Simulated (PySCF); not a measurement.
Species: Cu(PH3)(OH) (singlet state).
Bonds: Cu1–P2, Cu1–O6. Hydrogens: H3, H4, H5 on P2; H7 on O6.

Method used: PBE0-D3(BJ)/def2-SVP geometry optimisation, gas phase (PySCF 2.14.0).

(1) List the bond lengths and angles at this level.

Answers

(1) 
```json
{"bond": "Cu1–P2", "length (Å)": "2.152"}
{"bond": "Cu1–O6", "length (Å)": "1.780"}
{"bond": "P2–H3, P2–H4, P2–H5", "length (Å)": "1.421"}
{"bond": "O6–H7", "length (Å)": "0.962"}
```

Bonds in one row agree within 0.01 Å and their mean is given. A selection of angles:
```json
{"angle": "P2–Cu1–O6", "degrees": "177.3"}
{"angle": "Cu1–P2–H3", "degrees": "120.2"}
{"angle": "H3–P2–H4", "degrees": "97.5"}
{"angle": "Cu1–O6–H7", "degrees": "111.7"}
```

P2 (phosphorus bonded to Cu and 3 H) is distorted tetrahedral (angles from 97.4° to 120.2°).

Point group: near Cs, missed by 0.16 Å at most; the miss may be what the optimiser left on a soft mode. Not checked by PBE0-D3(BJ)/def2-SVP frequencies.
